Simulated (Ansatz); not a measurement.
Born–Oppenheimer molecular dynamics of CH₂NSb (5 atoms, charge 0, multiplicity 1). It starts from a relaxed structure.

These are results of RKS r2SCANh-D4/def2-SVP in Ansatz 0.2.0, not measurements.

| Item | Value |
| --- | --- |
| ensemble | NVT, Langevin thermostat |
| time step | 0.5 fs |
| steps asked | 150 |
| set temperature | 500 K |
| friction | 0.01 /fs |
| seed | 284514 |

First frame:

```xyz
5
Properties=species:S:1:pos:R:3
C -0.106 -0.813 0.173
N 0.348 -0.243 1.165
Sb 0.964 0.846 -0.711
H -0.721 -1.710 0.008
H -0.436 1.847 -0.676
```

Problem. What does the run give?

Solution. All steps were run.

```yaml
steps_done: 150
time_covered: 75 fs
mean_temperature_over_the_second_half: 496 K
spread_of_the_potential_energy_over_the_second_half: 12.1 meV per atom
mean_potential_energy_of_the_second_half_above_the_start: 30.5 meV per atom
```

A run of 0.075 ps of so small a system gives no equilibrium averages.

Problem. What happens to the structure?

Solution. The same pairs are bonded in the first frame and the last. Pairs count as bonded within 1.25 times the sum of covalent radii (0.12 Å more for H–H). This is one draw of velocities; another would differ in detail.

Problem. How do temperature and energy run in time?

Solution. 
```json
{"time (fs)": "0.0", "T (K)": "400", "potential energy less start (eV)": "0.000"}
{"time (fs)": "6.0", "T (K)": "123", "potential energy less start (eV)": "0.243"}
{"time (fs)": "12.0", "T (K)": "213", "potential energy less start (eV)": "0.144"}
{"time (fs)": "18.0", "T (K)": "325", "potential energy less start (eV)": "0.082"}
{"time (fs)": "24.0", "T (K)": "316", "potential energy less start (eV)": "0.213"}
{"time (fs)": "30.0", "T (K)": "483", "potential energy less start (eV)": "0.115"}
{"time (fs)": "36.0", "T (K)": "405", "potential energy less start (eV)": "0.164"}
{"time (fs)": "42.0", "T (K)": "334", "potential energy less start (eV)": "0.243"}
{"time (fs)": "48.0", "T (K)": "541", "potential energy less start (eV)": "0.125"}
{"time (fs)": "54.0", "T (K)": "527", "potential energy less start (eV)": "0.089"}
{"time (fs)": "60.0", "T (K)": "445", "potential energy less start (eV)": "0.176"}
{"time (fs)": "66.0", "T (K)": "387", "potential energy less start (eV)": "0.217"}
{"time (fs)": "72.0", "T (K)": "597", "potential energy less start (eV)": "0.110"}
```

Run time: 4.9 min on 1 CPU thread of a shared host.
